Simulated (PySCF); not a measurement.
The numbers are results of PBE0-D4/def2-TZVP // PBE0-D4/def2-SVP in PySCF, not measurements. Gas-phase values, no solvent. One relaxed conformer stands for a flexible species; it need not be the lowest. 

Reference species (SMILES): `[NH2][GeH2][GeH2][GeH2][GeH2][GeH2][GeH2][CH]=O` (neutral, multiplicity 1).

```json
{
 "HOMO–LUMO gap": "4.93 eV",
 "LUMO": "-1.72 eV"
}
```

Changed species: `[NH2][GeH2][CH]=O` (n = 1; the reference has n = 6).

### Question
Give the shifts of the HOMO–LUMO gap and LUMO.

### Answer
the HOMO–LUMO gap goes up by 0.40 eV, to 5.33 eV; the LUMO goes up by 0.30 eV, to -1.42 eV.
